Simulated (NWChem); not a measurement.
# GaH3O; SMILES [OH][GaH2]

All runs: NWChem. Coordinates come from a PBE-D3(BJ)/def2-SVP optimisation. Level B3LYP/def2-SVP: energy and gradient on several grids; changes count from the extra-fine grid, which is no exact limit either.

| grid | size of the energy change (μHa) | largest change of a gradient component (μHa/bohr) |
|---|---|---|
| xcoarse | 2000 | 4000 |
| coarse | 30 | 700 |
| medium | 20 | 200 |
| fine | < 10 | < 30 |
| xfine | < 10 | < 30 |
